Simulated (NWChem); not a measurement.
System: CH$_{6}$BN; SMILES CBN

```xyz
9

B     -0.5147     0.0901     0.0000
H     -1.7264     0.1864     0.0000
C      0.1785    -1.3231     0.0000
H     -0.1479    -1.9056    -0.8785
H     -0.1479    -1.9056     0.8785
H      1.2800    -1.2923     0.0000
N      0.2117     1.2797     0.0000
H     -0.2232     2.1925     0.0000
H      1.2238     1.3118     0.0000
```
Atoms are numbered in this order, from 1.

Results from NWChem. Pople sets run with spherical d functions. All runs use the structure optimised with PBE0/def2-SVP. Static field.

For level B3LYP/6-31+G*:

- isotropic polarisability (bohr³) = 35.2
- anisotropy (bohr³) = 12.2

Task: What are these values for level BHandHLYP/6-31+G*?

Result: The isotropic polarisability (bohr³) is 33.5 and the anisotropy (bohr³) is 11.2.
